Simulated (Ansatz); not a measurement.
PtO₂. The state is a singlet with charge 0. Geometry PBE-D4/def2-TZVP, basis def2-TZVP, Ansatz.

Cartesian coordinates in Å:
```
Pt 0.756 -0.159 0.944
O -0.878 -0.275 -0.132
O 0.121 0.434 -0.813
```

```json
{"run": "A", "HOMO (eV)": "-5.25", "LUMO (eV)": "-4.36"}
{"run": "B", "HOMO (eV)": "-6.63", "LUMO (eV)": "-3.62"}
{"run": "C", "HOMO (eV)": "-4.93", "LUMO (eV)": "-4.66"}
{"run": "D", "HOMO (eV)": "-4.85", "LUMO (eV)": "-4.53"}
```

In the def2 sets Pt takes a core potential; there is no spin–orbit coupling. The structure holds 1 bond(s) between oxygen atoms. No other spin state of charge 0 was run. Another isomer (singlet) lies 2.19 eV lower at PBE0-D4/def2-TZVP; other spin states weren't run for this one.

Task: The runs used PBE, PBE0, r2SCAN, revPBE. Estimate which is which.

Result: A r2SCAN (0 % exact exchange); B PBE0 (25 % exact exchange); C PBE (0 % exact exchange); D revPBE (0 % exact exchange). Exact exchange lowers occupied and raises empty levels; among semilocal functionals meta-GGAs tend to open the gap a little, and such runs are hard to tell apart. The gap grows from 0.26 eV (PBE) to 3.01 eV (PBE0). The restricted singlet is unstable towards broken spin symmetry in Hartree–Fock (as tested in another run); at r2SCAN-D4/def2-TZVP, PBE0-D4/def2-TZVP, PBE-D4/def2-TZVP, revPBE-D4/def2-TZVP this wasn't settled.
